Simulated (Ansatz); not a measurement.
Two isomers of C2H9BOSi: A = `BC(O)[SiH2]C`, B = `BOC(C)[SiH3]`.

Gas-phase electronic energies from Ansatz, PBE0-D4/def2-TZVP geometries. CCSD(T)/CBS adds triple-zeta CCSD(T) − MP2 to the extrapolated MP2 energy (def2 sets, frozen cores). Functionals use def2-TZVPP. B3LYP here is the variant with VWN-RPA as its local correlation; programs differ in this. One conformer a species, not always the lowest.

A:

Z-matrix (Å, degrees):
```
C
O 1 1.416
Si 1 1.941 2 109.2
B 1 1.517 2 116.9 3 -111.9
H 1 1.101 2 113.1 3 113.4
H 2 0.961 1 108.9 3 -57.9
C 3 1.866 1 113.3 2 -71.6
H 3 1.493 1 102.5 2 46.7
H 3 1.487 1 110.4 2 162.2
H 4 1.195 1 121.7 2 14.2
H 4 1.199 1 117.7 2 -172.1
H 7 1.092 3 111.3 1 -70.9
H 7 1.092 3 110.7 1 168.8
H 7 1.092 3 110.1 1 49.1
```

B:

Z-matrix (Å, degrees):
```
C
O 1 1.432
Si 1 1.900 2 107.7
C 1 1.514 2 109.1 3 123.0
H 1 1.099 2 108.7 3 -117.5
B 2 1.340 1 122.4 3 116.8
H 3 1.488 1 109.1 2 -177.7
H 3 1.486 1 109.6 2 62.6
H 3 1.486 1 109.6 2 -58.0
H 4 1.093 1 110.5 2 -179.4
H 4 1.092 1 110.9 2 -59.2
H 4 1.093 1 110.7 2 60.8
H 6 1.204 2 120.2 1 0.6
H 6 1.196 2 116.9 1 -179.5
```

(1) Which is lower in electronic energy at CCSD(T)/CBS, and by how much? (An estimate is asked.)

(2) Give E(B) − E(A) in kJ/mol with B2PLYP, PBE-D4, ωB97M-V, B3LYP, HF/def2-TZVPP, B3LYP-D4, PBE0-D4. (An estimate is asked.)

Largest T1 diagnostic: 0.013.

Results:

(1) Ansatz gave: B, by 97.0 kJ/mol.

(2) Ansatz gave: B2PLYP -101.9, PBE-D4 -84.2, ωB97M-V -92.5, B3LYP -101.0, HF/def2-TZVPP -116.5, B3LYP-D4 -99.2, PBE0-D4 -86.8. None reverses the order clearly.

In def2-TZVPP, CCSD(T) changes the Hartree–Fock value by +16.0 kJ/mol (the triples alone add +1.5 kJ/mol) and MP2 by +17.8 kJ/mol.
